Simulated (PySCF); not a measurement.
C8H8Si, SMILES C#Cc1ccccc1[SiH3] (GFN2-xTB optimised geometry):

```
17

C     -2.294    -2.356     0.006
C     -1.662    -1.334     0.001
C     -0.954    -0.108     0.000
C     -1.669     1.088     0.000
C     -0.997     2.296     0.000
C      0.388     2.312     0.000
C      1.094     1.122     0.000
C      0.448    -0.108     0.000
Si     1.406    -1.735    -0.001
H     -2.835    -3.255     0.007
H     -2.750     1.060     0.001
H     -1.553     3.222     0.000
H      0.918     3.255     0.000
H      2.175     1.146     0.000
H      1.082    -2.491    -1.212
H      2.835    -1.412     0.019
H      1.052    -2.512     1.188
```

Level of theory: PySCF with PBE/def2-SVP.

Task: What are the frontier orbital energies and the dipole moment?

Result: HOMO-2 -6.82 eV, HOMO-1 -6.55 eV, HOMO -5.95 eV, LUMO -1.94 eV, LUMO+1 -1.38 eV; dipole moment 0.90 D.

Meta-Löwdin charges at PBE/def2-SVP: C1 -0.18, C2 -0.03, C3 0.01, C4 -0.09, C5 -0.10, C6 -0.10, C7 -0.09, C8 -0.19, Si9 0.43, H10 0.16, H11 0.12, H12 0.11, H13 0.11, H14 0.11, H15 -0.08, H16 -0.09, H17 -0.08.
